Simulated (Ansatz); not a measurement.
`N[SiH](S)Cl` and `CS[SiH](N)Cl` differ in one atom or group.

Ansatz, PBE0-D4/def2-TZVP geometries, multiplicity 1. Each molecule was computed in one conformer, which needn't be the lowest.

```json
{"property": "HOMO energy (B3LYP/def2-TZVPP) / eV", "`N[SiH](S)Cl`": "-7.44"}
{"property": "size of the dipole moment (B3LYP/def2-TZVPP) / D", "`N[SiH](S)Cl`": "1.48"}
{"property": "size of the dipole moment (ωB97M-V/def2-TZVPP) / D", "`N[SiH](S)Cl`": "1.49"}
{"property": "HOMO–LUMO gap (ωB97M-V/def2-TZVPP) / eV", "`N[SiH](S)Cl`": "11.79"}
{"property": "HOMO energy (ωB97M-V/def2-TZVPP) / eV", "`N[SiH](S)Cl`": "-9.91"}
{"property": "HOMO–LUMO gap (B3LYP/def2-TZVPP) / eV", "`N[SiH](S)Cl`": "7.29"}
```

Q: What does the change do to each property? (Estimate.)

A: Ansatz gave: 
```tsv
property	`CS[SiH](N)Cl`	shift
HOMO energy (B3LYP/def2-TZVPP) / eV	-6.89	0.55
size of the dipole moment (B3LYP/def2-TZVPP) / D	2.45	0.97
size of the dipole moment (ωB97M-V/def2-TZVPP) / D	2.46	0.97
HOMO–LUMO gap (ωB97M-V/def2-TZVPP) / eV	11.32	-0.47
HOMO energy (ωB97M-V/def2-TZVPP) / eV	-9.33	0.58
HOMO–LUMO gap (B3LYP/def2-TZVPP) / eV	6.88	-0.41
```

With PBE0 the HOMO rises by 0.57 eV and the LUMO rises by 0.15 eV, so the gap narrows by about 0.42 eV. PBE moves the HOMO by 0.52 eV and ωB97M-V by 0.58 eV. The zero-point energy changes by 77.3 kJ/mol with +9 modes. Dipoles are sizes alone; their direction can turn.

B3LYP here is the variant with VWN-RPA as its local correlation; programs differ in this.
